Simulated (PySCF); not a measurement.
## How methods differ on the ionisation energy of Ba

Ba [Xe] 6s2 (1S) → Ba⁺ [Xe] 6s1 (2S), as a difference of total energies. All numbers are calculated (PySCF 2.14, the spin-free X2C one-electron Hamiltonian (Gaussian nucleus), in aug-cc-pVQZ-X2C (10s9p7d4f2g, 118 functions)). Correlated levels: valence: [Xe] frozen. The calculations carry no spin-orbit coupling.

| method | ionisation energy (eV) | error (eV) |
| --- | --- | --- |
| UHF | 4.274 | -0.938 |
| LDA | 5.394 | +0.182 |
| PBE | 5.223 | +0.011 |
| PBE0 | 5.134 | -0.078 |
| r2SCAN | 4.931 | -0.281 |
| revPBE | 5.151 | -0.061 |
| B3LYP | 5.261 | +0.049 |
| MP2 (valence) | 4.755 | -0.457 |
| SCS-MP2 (valence) | 4.851 | -0.361 |

Reference: 5.212 eV (measured; NIST Atomic Spectra Database, ionization energies).

Errors of the correlated levels include the incompleteness of this basis and the frozen core.

MP2 underrates the near-degeneracy of ns² with np² in the lower species.
